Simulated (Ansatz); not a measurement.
`F[CH2][GeH3]` + CH₃NH₂ → `C[NH][GeH3]` + `CF` at 298.15 K and 1 bar (ligand exchange at a Ge–C bond).

Calculated with Ansatz (gas phase, PBE0-D4/def2-TZVP geometries, no zero-point term in ΔE). CBS: MP2 limit from def2 TZ/QZ plus the TZ coupled-cluster correction, frozen cores. This one scheme is used for every species. For Ge outer-core shells are correlated without core-valence functions, which leaves a few kJ/mol of doubt a bond. Scalar relativity is left out up to krypton.

```tsv
species	CCSD(T)/CBS energy (Eh)	H − E (kJ/mol)	S (J/(mol·K))
`F[CH2][GeH3]`	-2216.93494	154.0	301.6
CH₃NH₂	-95.75281	180.0	240.4
`C[NH][GeH3]`	-2173.06430	220.1	309.9
`CF`	-139.63461	113.4	222.6
```

H − E and S are ideal-gas, rigid-rotor, harmonic terms from PBE0-D4/def2-TZVP, for one conformer and one mirror image of each species. 1 Eh = 2625.50 kJ/mol, R = 8.31446 J/(mol·K).

**Question.** By hand: ΔE, ΔH, ΔS and ΔG.

**Answer.** ΔE = (-2173.06430) + (-139.63461) − (-2216.93494) − (-95.75281) = -0.01116 Eh = -29.3 kJ/mol. Δ(H − E) = 220.1 + 113.4 − 154.0 − 180.0 = -0.5, so ΔH = -29.8 kJ/mol. ΔS = 309.9 + 222.6 − 301.6 − 240.4 = -9.5 J/(mol·K). ΔG = -29.8 − 298.15 × (-9.5)/1000 = -27.0 kJ/mol.

**Question.** By hand: the equilibrium constant, and the temperature at which ΔG would vanish if ΔH and ΔS stayed fixed.

**Answer.** log₁₀ K = −ΔG/(RT ln 10) = 4.7. ΔG = 0 at ΔH/ΔS = 3137 K, far beyond where these terms or the molecules hold.

The number of gas molecules stays the same, so ΔS is small and ΔH decides. A doubt of 5 kJ/mol in ΔE shifts log₁₀ K by 0.9 here. Other conformers and mirror images would add mixing entropy, several J/(mol·K) or more a flexible species. These are equilibria of isolated gas molecules and say nothing of rates. Largest T1 diagnostic: 0.011 (customary marks: 0.02 for closed shells, 0.045 for open ones).
